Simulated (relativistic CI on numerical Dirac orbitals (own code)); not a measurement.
Calculated at this level of theory: Dirac-Coulomb-Breit CI, KLI orbitals optimised for each configuration, model QED, valence Slater integrals scaled by 0.85, P86 correlation energy added to each configuration (own radial code, finite nucleus).

Configuration list (outside the closed core [Kr]): 4d²5s², 4d³5s, 4d²5s5p, 4d³5p, 4d⁴, 4d5s²5p, 4d²5s5d, 4d²5s5f, 4d²5s5g, 4d5s²6p, 4d³5d, 4d5s²4f, 4d²5s6s, 4d³4f, 4d5s²7s, 4d³6s, 4d5s²6d, 4d²5s6p, 4d5s²7p, 4d5s²5g, 4d³5g, 4d²5p6s, 5s²5p5g, 4d5s²5f, 4d5s²6s, 4d5s²8s, 4d³5f, 4d²5s7s, 4d5s²7d, 4d²5p², 4d5p³, 5s²5p², 5s5p³, 5s5p²5d, 5s5p²5f, 5s5p²5g, 4d5s5p², 4d5p²5d, 4d5p²5f, 4d5p²5g, 4d²5d², 4d5p5d², 5s²5p5f, 5s5p5d5f, 5s5p5f², 5s5p5f5g, 5s²5d6s, 5s5p5d6s, 5s5d²6s, 5s5d5f6s, 5s5d5g6s, 4d²5g², 4d5p5g². Double excitations out of closed p, d and f shells are left out; levels of such configurations are missing from the list, as are those of other unlisted configurations, and high levels can miss mixing partners. These lack a partner that the ground configuration has and come out too high: 4d5s²6p, 4d5s²4f, 4d5s²7s, 4d5s²6d, 4d5s²7p.

For a near-neutral ion this model can misplace configurations by up to about 10,000 cm⁻¹ (more where the count of f electrons changes) and terms by 10 to 25 % of their spread. Rates follow the energies as ν³ (E1, M1) or ν⁵ (E2), so they and the lifetimes can be off by large factors. The fine structure of a lone outer electron comes out too small, for d and f at times inverted, and misplaced configurations move strength between like terms. 51 of the 62 excited levels that our extract of the measured tables holds in this range could be paired (the sources list more); they are missed by 1680 cm⁻¹ on average and 8574 at most, and levels without a partner can miss by more. Some levels of the ground configuration have no partner and can miss by 10 % or more.

Outline of the computed level scheme of Zr I. Lowest level of each configuration: 4d²5s² ³F2 at 0.0000 eV; 4d³5s ⁵F1 at 0.5658 eV; 4d²5s5p ⁵G°2 at 1.5538 eV; 4d5s²5p ¹D°2 at 1.9915 eV.

Some strong electric-dipole decays among the lowest 45 levels: 4d²5s5p ³F°4 → 4d²5s² ³F4 (1.4e+06 s⁻¹); 4d²5s5p ³F°2 → 4d²5s² ³F2 (1.4e+06 s⁻¹); 4d²5s5p ³F°3 → 4d²5s² ³F3 (1.3e+06 s⁻¹); 4d²5s5p ³D°1 → 4d²5s² ³F2 (1.2e+06 s⁻¹); 4d²5s5p ³D°3 → 4d²5s² ³P2 (9.5e+05 s⁻¹); 4d²5s5p ³D°3 → 4d²5s² ³F4 (8.3e+05 s⁻¹); 4d²5s5p ³D°2 → 4d²5s² ³F3 (6.8e+05 s⁻¹); 4d²5s5p ³D°1 → 4d²5s² ³P0 (6.0e+05 s⁻¹).

Rates of lines that live on the mixing of spin multiplicities can be off by large factors.

LS names give the leading component of a level, which can be under half, so a name can repeat, a term be missing and a line seem to break the LS rules.
